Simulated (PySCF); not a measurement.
## BiN: input and log

State: ⁵Σ⁺ (quintet), unpaired electrons π ↑↑↑↑, a second solution, started from another occupation.

An equivalent input (the run itself took its basis sets from the Basis Set Exchange, started from a PBE0 density and held the occupation σ 7α 7β, πx 4α 2β, πy 4α 2β, δx 1α 1β, δy 1α 1β):

```python
from pyscf import gto, dft
mol = gto.M(atom='Bi 0 0 0; N 0 0 1.974', basis={'Bi': 'def2-SVPD', 'N': 'def2-SVPD'}, ecp={'Bi': 'def2-SVPD'},
            charge=0, spin=4, verbose=4, symmetry='C2v')
mf = dft.UKS(mol, xc='PBE0')
mf.grids.atom_grid = (80, 434)
mf.grids.prune = dft.gen_grid.treutler_prune
mf.irrep_nelec = {'A1': (8, 8), 'A2': (1, 1), 'B1': (4, 2), 'B2': (4, 2)}
mf.conv_tol = 1e-9
mf.max_cycle = 60
mf.diis_space = 10
mf.kernel()
```

The log (some set-up lines and the per-cycle HOMO/LUMO lines removed):

```
******** <class 'pyscf.dft.uks_symm.SymAdaptedUKS'> ********
method = SymAdaptedUKS
damping factor = 0
level_shift factor = 0
DIIS = <class 'pyscf.scf.diis.CDIIS'>
diis_start_cycle = 1
diis_space = 10
diis_damp = 0
SCF conv_tol = 1e-09
SCF conv_tol_grad = None
SCF max_cycles = 60
number electrons alpha = 17  beta = 13
Set gradient conv threshold to 3.16228e-05
init E= -269.079664526714
cycle= 1 E= -269.082070979126  delta_E= -0.00241  |g|= 0.00566  |ddm|= 0.0201
cycle= 2 E= -269.082066027581  delta_E= 4.95e-06  |g|= 0.00628  |ddm|= 0.0167
cycle= 3 E= -269.082088578441  delta_E= -2.26e-05  |g|= 0.000764  |ddm|= 0.00879
cycle= 4 E= -269.082088936134  delta_E= -3.58e-07  |g|= 2.72e-05  |ddm|= 0.0012
cycle= 5 E= -269.082088936942  delta_E= -8.08e-10  |g|= 7.68e-06  |ddm|= 8.52e-05
Extra cycle  E= -269.082088936944  delta_E= -2.05e-12  |g|= 8.22e-06  |ddm|= 2.46e-05
converged SCF energy = -269.082088936944  <S^2> = 6.0094449  2S+1 = 5.0037766
```

Repeating this along the bond gives Re = 2.326 Å and ωe = 466 cm⁻¹.

A point of this curve took 0.57 CPU seconds beside 0.12 for the integrals, on Oxide Virtual Turin-like (shared host).

These are scalar-relativistic numbers at best; spin–orbit coupling would shift them, the dissociation energy most.
